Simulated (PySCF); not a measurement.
Working out the ionisation energy of As⁺

As⁺ [Ar] 3d10 4s2 4p2 (3P) → As²⁺ [Ar] 3d10 4s2 4p1 (2P). Computed with PySCF 2.14 in aug-cc-pVQZ-DK (8s7p5d3f2g, 93 functions), with the spin-free X2C one-electron Hamiltonian (Gaussian nucleus). Frozen: [Ar] 3d10. Energies in hartree (1 hartree = 27.21139 eV):

| part | As⁺ (lower) | As²⁺ (upper) |
| --- | --- | --- |
| UHF | -2258.674156 | -2258.013430 |
| CCSD correlation | -0.071343 | -0.055618 |
| (T) | -0.001843 | -0.000782 |

Question: What does Hartree-Fock give?

Answer: (-2258.013430) − (-2258.674156) = 0.660726 hartree = 17.979 eV.

Question: What do CCSD and CCSD(T) give?

Answer: The CCSD correlation energies differ by 0.015725 hartree = 0.428 eV and the triples by 0.001061 hartree = 0.029 eV, so CCSD gives 18.407 eV and CCSD(T) 18.436 eV.

A first-order spin-orbit estimate adds -0.034 eV to CCSD(T) (valence), giving 18.402 eV against 18.589 eV (measured; NIST Atomic Spectra Database, ionization energies).

What remains against the reference includes basis incompleteness, the frozen core and higher excitations.
